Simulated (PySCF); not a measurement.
Dy (dysprosium, neutral) across methods

[Xe] 4f10 6s2, one real determinant. All numbers are calculated (PySCF 2.14, scalar relativity by spin-free X2C-1e, in ANO-RCC-VTZP).

| method | E (hartree) | mean ε 6s α (eV) | mean ε 6s β (eV) | mean ε 4f β (eV) | Σ⟨r²⟩ (bohr²) | ⟨S²⟩ |
| --- | --- | --- | --- | --- | --- | --- |
| LDA | -12147.70 | -3.905 | -3.781 | -1.725 | 76.73 | 6.004 |
| PBE0 | -12156.11 | -4.281 | -4.163 | -4.209 | 78.77 | 6.005 |
| UHF | -12151.86484 | -5.146 | -5.038 | -10.895 | 83.06 | 6.008 |
| PBE | -12156.29 | -3.757 | -3.631 | -1.792 | 77.93 | 6.004 |
| r2SCAN | -12156.48 | -3.866 | -3.700 | -2.049 | 79.41 | 6.007 |

⟨L²⟩ = 34.01 against 42 for a pure I term, so this real determinant mixes terms. Spin-orbit coupling, absent here, splits the open shell strongly.
